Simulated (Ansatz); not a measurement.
Computed with Ansatz on PBE0-D4/def2-TZVP structures; ΔE is electronic, products minus reactants. CCSD(T)/CBS is the MP2 limit (def2-TZVPP, def2-QZVPP) plus CCSD(T) − MP2 in def2-TZVPP, frozen cores. Functionals use def2-TZVPP. Each species was taken in one conformer, which may not be the lowest.

Consider the substitution at a C–C bond: `CC(C)(C)C(C)(C)C` + `N[SiH2][SiH2]N` → `CN[SiH2][SiH2]N` + `CC(C)C(C)(C)C`.

**Question.** Is it downhill or uphill in electronic energy at CCSD(T)/CBS, and by how much? (Best estimate.)

**Answer.** Computed: Uphill: ΔE = +41.5 kJ/mol.

**Question.** What do these levels give: PBE-D4, PBE0-D4, ωB97X-V, B2PLYP, r2SCAN, HF/def2-TZVPP, SCS-MP2/def2-TZVPP, CCSD/def2-TZVPP, CCSD(T)/def2-TZVPP, MP2/def2-QZVPP, SCS-MP2/def2-QZVPP, CCSD/CBS(def2)? (An estimate is asked.)

**Answer.** Ansatz gave: PBE-D4 30.5, PBE0-D4 32.4, ωB97X-V 35.0, B2PLYP 30.2, r2SCAN 35.1, HF/def2-TZVPP 16.6, SCS-MP2/def2-TZVPP 40.3, CCSD/def2-TZVPP 38.0, CCSD(T)/def2-TZVPP 41.4, MP2/def2-QZVPP 47.5, SCS-MP2/def2-QZVPP 40.2, CCSD/CBS(def2) 38.1 kJ/mol.

Largest T1 diagnostic among the species: 0.011.

The D4 term adds +8.9 kJ/mol with B3LYP and +4.8 kJ/mol with PBE0; it sums over pairs of atoms, weighted by their polarisabilities, and B3LYP, whose exchange is more repulsive, gets the larger term. In def2-TZVPP, CCSD(T) changes the Hartree–Fock value by +24.8 kJ/mol (the triples alone add +3.4 kJ/mol) and MP2 by +31.0 kJ/mol.

B3LYP here is the variant with VWN-RPA as its local correlation; programs differ in this.
